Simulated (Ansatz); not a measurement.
Gas-phase electronic energies from Ansatz, PBE0-D4/def2-TZVP geometries. CBS: MP2 limit from def2 TZ/QZ plus the TZ coupled-cluster correction, frozen cores. DFT in def2-TZVPP. Elements past krypton have def2 core potentials. For Sb outer-core shells are correlated without core-valence functions, which leaves a few kJ/mol of doubt a bond. Each species was taken in one conformer, which may not be the lowest.

Consider the redistribution: `N[SiH](O)[SbH2]` + `NC([SiH3])S` → `[SiH3][CH](S)[SbH2]` + `N[SiH](N)O`.

`N[SiH](O)[SbH2]`:

Cartesian coordinates in Å:
```
N -0.313 1.382 -0.412
Si 0.123 -0.267 -0.594
O -1.166 -1.153 -1.118
Sb 0.823 -1.584 1.506
H 0.356 2.092 -0.665
H -0.888 1.682 0.359
H 1.238 -0.240 -1.584
H -1.689 -0.748 -1.814
H -0.418 -0.815 2.399
H 1.934 -0.350 1.922
```

`NC([SiH3])S`:

```xyz
11

N     0.136    1.477    0.357
C     0.606    0.151    0.011
Si   -0.733   -1.145    0.336
S     1.087    0.063   -1.734
H    -0.074    1.543    1.346
H     0.830    2.180    0.127
H     1.534   -0.161    0.518
H    -0.155   -2.504    0.185
H    -1.845   -0.943   -0.627
H    -1.259   -0.992    1.724
H    -0.128    0.332   -2.243
```

`[SiH3][CH](S)[SbH2]`:

```xyz
11

Si   -1.059    0.323   -1.283
C     0.219   -0.499   -0.174
S     1.821    0.253   -0.511
Sb   -0.475   -0.383    1.891
H    -2.309   -0.482   -1.245
H    -0.568    0.402   -2.684
H    -1.342    1.694   -0.785
H     0.242   -1.569   -0.404
H     2.446   -0.071    0.634
H     1.031   -0.920    2.505
H    -0.005    1.250    2.054
```

`N[SiH](N)O`:

```xyz
10

N     0.054    0.123    1.451
Si   -0.351   -0.322   -0.153
N    -0.053    1.080   -1.079
O     0.489   -1.701   -0.485
H     0.100   -0.581    2.169
H    -0.269    1.002    1.821
H    -1.745   -0.724   -0.455
H     0.792    1.616   -0.967
H    -0.446    1.184   -1.999
H     1.430   -1.679   -0.303
```

```tsv
level	ΔE (kJ/mol)
r2SCAN-D4	-95.4
PBE0-D4	-87.2
ωB97X-V	-94.5
ωB97M-V	-99.5
B2PLYP	-100.4
PBE	-78.5
PBE0	-84.8
MP2/CBS(def2)	-115.4
```

(1) What does CCSD(T)/CBS give? (Estimate.)

Largest T1 diagnostic among the species: 0.013.

## Answers

(1) Computed: -106.9 kJ/mol. The listed levels differ from it by 11.5, 19.7, 12.4, 7.4, 6.5, 28.4, 22.1, -8.5 kJ/mol.

In def2-TZVPP, CCSD(T) changes the Hartree–Fock value by −5.4 kJ/mol (the triples alone add −0.4 kJ/mol) and MP2 by −13.9 kJ/mol. From PBE to PBE0 (25 % exact exchange), in def2-TZVPP and without D4, ΔE moves by −6.3 kJ/mol. The D4 term adds −5.0 kJ/mol with B3LYP and −2.4 kJ/mol with PBE0; it sums over pairs of atoms, weighted by their polarisabilities, and B3LYP, whose exchange is more repulsive, gets the larger term.

B3LYP here is the variant with VWN-RPA as its local correlation; programs differ in this.
